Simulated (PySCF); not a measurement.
Adding and removing an electron: SiHg

PBE; PySCF, scalar-relativistic core potentials, basis sets Si def2-SVPD, Hg def2-SVPD with ECP60. Neutral (UKS): triplet (π ↑↑), Re = 2.564 Å, ωe = 212 cm⁻¹, De = 0.69 eV, HOMO -4.33 eV, LUMO -3.60 eV.

SiHg⁺ (UKS): doublet (π ↑), Re = 2.618 Å, ωe = 210 cm⁻¹, De = 1.52 eV to Si⁺ + Hg. The energies at the minima are -442.70188 hartree for SiHg and -442.43201 for SiHg⁺.

(1) Work out the adiabatic ionisation energy, without and with harmonic zero-point energies (1 hartree = 27.2114 eV, 1 eV = 8065.5 cm⁻¹), and the change of the bond length.

SiHg⁻ (UKS): quartet (σ ↑, π ↑↑), Re = 2.784 Å, ωe = 142 cm⁻¹. The energies at the minima are -442.70188 hartree for SiHg and -442.74217 for SiHg⁻.

(2) Work out the adiabatic electron affinity, without and with harmonic zero-point energies (1 hartree = 27.2114 eV, 1 eV = 8065.5 cm⁻¹), and the change of the bond length.

These are scalar-relativistic numbers at best; spin–orbit coupling would shift them, the dissociation energy most. For an ion De counts to the pair picked by the measured ionisation energies or electron affinities, which need not be the lowest pair at this level. The highest Kohn–Sham level is positive in this anion. Much of that is self-interaction error, but it also means that the finite basis helps to hold the extra electron. States were picked by a PBE0 search and need not be the measured ground states.

Results:

(1) At PBE: 0.26987 hartree = 7.344 eV between the minima; the zero-point term (210.0 − 212.0)/2 cm⁻¹ = -0.000 eV makes it 7.343 eV. Re changes by +5.4 pm against the neutral. The electron leaves a π orbital, and the longer bond of the ion fits a bonding orbital, or a change in how ionic the bond is.

(2) At PBE: 0.04029 hartree = 1.096 eV between the minima; the zero-point term (212.0 − 142.0)/2 cm⁻¹ = +0.004 eV makes it 1.101 eV. Re changes by +22.0 pm against the neutral. The electron enters a σ orbital, and the longer bond of the ion fits an antibonding orbital, or a change in how ionic the bond is.
